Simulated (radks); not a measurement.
The numbers below are computed, except where a source is named.
Spherical quantum dot in the effective-mass picture: electrons in a hard-walled sphere of radius 1.59, all in effective atomic units (hartree* = m*/eps^2 hartree, bohr* = eps/m* bohr), one dielectric constant everywhere. Level of theory: non-relativistic Kohn-Sham, LDA (Slater exchange, Perdew-Wang correlation), spin-polarised, spherical densities (a radial shooting solver with Libxc functionals). Levels are named by radial order and angular momentum (1s, 1p, 1d, 2s, ...), and open shells are averaged over m.

N = 22, configuration 1s2 1p6 1d10 2s(up 1, down 0) 1f(up 3, down 0). This is the lowest configuration that the search found. Occupied and some empty levels:

| level | occupation | eigenvalue (hartree*) | <r> (bohr*) |
|---|---|---|---|
| 1s up | 1 | 20.655 | 0.9601 |
| 1s down | 1 | 20.785 | 0.9633 |
| 1p up | 3 | 22.011 | 1.042 |
| 1p down | 3 | 22.130 | 1.042 |
| 1d up | 5 | 24.084 | 1.098 |
| 1d down | 5 | 24.202 | 1.098 |
| 2s up | 1 | 26.720 | 0.7370 |
| 1f up | 3 | 26.779 | 1.140 |
| 1f down | 0 | 26.899 | 1.140 |
| 2s down | 0 | 26.959 | 0.7413 |
| 1g up | 0 | 30.046 | 1.174 |
| 1g down | 0 | 30.167 | 1.174 |
| 2p up | 0 | 30.464 | 0.8384 |
| 2p down | 0 | 30.627 | 0.8417 |
| 2d up | 0 | 34.766 | 0.9082 |
| 2d down | 0 | 34.891 | 0.9099 |

Energy (hartree*): total 322.028, kinetic 136.46, external 0, Hartree 207.16, exchange-correlation -21.592.
